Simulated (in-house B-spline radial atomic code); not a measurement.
# Ionising B+ with different functionals

Computed with a B-spline radial code for spherical atoms: scalar-relativistic (spin-free X2C) Hamiltonian, Fermi nucleus of rms radius 2.406 fm, spin-polarised at highest spin, spherical fractional occupations for the functionals, the average over the highest-spin determinants for Hartree-Fock. The ionisation energy is the difference of two self-consistent energies, [He] 2s2 → [He] 2s1, without Breit or QED terms; ε is the level of the shell that loses the electron (its least bound occupied spin orbital).

| method | rung | ΔSCF (eV) | -ε(2s) (eV) |
| --- | --- | --- | --- |
| Hartree-Fock | Hartree-Fock | 23.45 | 23.78 |
| HF fractional | Hartree-Fock | 23.45 | 23.78 |
| LDA VWN5 | LDA | 24.56 | 19.41 |
| LDA PW92 | LDA | 24.56 | 19.41 |
| LDA exchange-only | LDA | 22.86 | 18.15 |
| PBE | GGA | ? | ? |
| PBEsol | GGA | ? | ? |
| BLYP | GGA | 24.61 | 19.40 |
| RPBE | GGA | 24.70 | 19.54 |
| PW91 | GGA | 24.68 | 19.56 |
| BP86 | GGA | 24.71 | 19.60 |
| AM05 | GGA | 24.39 | 19.35 |
| OLYP | GGA | 24.63 | 19.44 |
| TPSS | meta-GGA | 24.67 | 19.72 |
| r2SCAN | meta-GGA | 24.27 | 19.73 |
| revTPSS | meta-GGA | 24.66 | 19.80 |
| PBE0 | global hybrid | 24.57 | 20.80 |
| B3LYP | global hybrid | 24.74 | 20.58 |
| TPSSh | global hybrid | 24.65 | 20.22 |
| BHandHLYP | global hybrid | 24.57 | 21.97 |
| r2SCAN0 | global hybrid | 24.32 | 20.91 |
| B97-1 | global hybrid | 24.68 | 20.56 |
| HSE06 | range-separated hybrid | 24.56 | 20.38 |
| wB97X | range-separated hybrid | 24.27 | 23.31 |
| CAM-B3LYP | range-separated hybrid | 24.74 | 22.26 |
| LC-wPBE | range-separated hybrid | 24.69 | 23.81 |

What does PBE give?

ΔSCF 24.61 eV, and -ε(2s) = 19.51 eV.

What does PBEsol give?

ΔSCF 24.42 eV, and -ε(2s) = 19.38 eV.

Among the functionals, which spreads more, the ΔSCF values or the orbital energies?

The orbital energies: ΔSCF values span about 1.88 eV and the orbital energies 5.66 eV.

How do they compare with the NIST value?

NIST lists 25.155 eV (measured, ground level to ground level). Errors run from -2.29 to -0.41 eV; B3LYP is closest (-0.41 eV), though others lie within the uncertainty of it, and part of that can be cancellation, since the calculations leave out Breit-QED terms, the near-degeneracy of s² and p². Hartree-Fock also lacks correlation.
